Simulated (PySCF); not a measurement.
## Computed data sheet: `P[SiH]1CCCC1`

C4H11PSi.
Atom-mapped SMILES: `[PH2:1][SiH:2]1[CH2:3][CH2:4][CH2:5][CH2:6]1` (hydrogens: H7, H8 on P1; H9 on Si2; H10, H11 on C3; H12, H13 on C4; H14, H15 on C5; H16, H17 on C6)

Cartesian coordinates in Å at the GFN2-xTB level; atoms count from 1:
```
atom  x, y, z in Å
P1     2.9510    0.0201    0.4596
Si2    0.9628    0.7101   -0.3348
C3    -0.1417   -0.5938   -1.2046
C4    -1.2199   -0.9180   -0.1682
C5    -1.5792    0.3702    0.5668
C6    -0.2852    0.9993    1.0801
H7     2.5539   -1.2865    0.6851
H8     3.4531   -0.2905   -0.7903
H9     1.1851    1.8933   -1.1810
H10   -0.6042   -0.1650   -2.0933
H11    0.3783   -1.4969   -1.5203
H12   -2.1010   -1.3611   -0.6364
H13   -0.8261   -1.6377    0.5533
H14   -2.2796    0.1741    1.3811
H15   -2.0607    1.0566   -0.1329
H16    0.0397    0.4921    1.9903
H17   -0.4331    2.0458    1.3355
```

Among its groups: Si–H bond and C–Si bond.

GFN2-xTB geometry:

* Point group of the GFN2-xTB geometry: C1
* Rotational constants A, B, C of the GFN2-xTB geometry: 4.270, 1.380, 1.235 GHz

From PBE0/pcSseg-1 ground state and GIAO shieldings, non-relativistic (PySCF):

* Dipole moment: 1.47 D
* HOMO energy: -7.23 eV
* LUMO energy: 0.69 eV
* HOMO–LUMO gap: 7.92 eV
* Lowest Hirshfeld atomic charge: -0.16 e on C3/C6
* Highest Hirshfeld atomic charge: +0.31 e on Si2
* 13C chemical shifts (computed TMS as zero) by class: 31.7 (C4/C5), 16.4 (C3/C6) ppm
* 1H chemical shifts (computed TMS as zero) by class: 4.61 (H9), 1.65 (H13/H14), 1.60 (H12/H15), 1.07 (H10/H17), 1.00 (H7/H8), 0.68 (H11/H16) ppm
* Isotropic shieldings of nuclei other than C and H, by class: 354 (Si2), 611 (P1) ppm
* Mayer bond orders between heavy atoms: P1–Si2 1.03, Si2–C3 0.89, C3–C4 1.03, C4–C5 1.02, C5–C6 1.03, C6–Si2 0.92

Monoisotopic mass from the formula: 118.0368 u.

The dipole matches unit charges of opposite sign 0.31 Å apart (1 e·Å = 4.8032 D). The rotational constants make it an asymmetric top with κ = (2B − A − C)/(A − C) = -0.90, nearer the prolate limit (−1). With B = h/(8π²I), that is 505.379 GHz u Å² over I, the principal moments of inertia are 118.3, 366.3 and 409.1 u Å² (most abundant isotopes); the inertial defect Ic − Ia − Ib is -75.5 u Å² (zero for a rigid planar frame, negative otherwise).

Geometry: GFN2-xTB, one conformer, isolated molecule. NMR classes are plain means over equivalent atoms (diastereotopic ones count apart unless rotation or inversion swaps them), as if these changed places fast; in this geometry the members of some classes differ.

For the NMR shielding job (PBE0/pcSseg-1), on Arm Neoverse V2, one thread, on a shared host, this took 22 s of wall time.
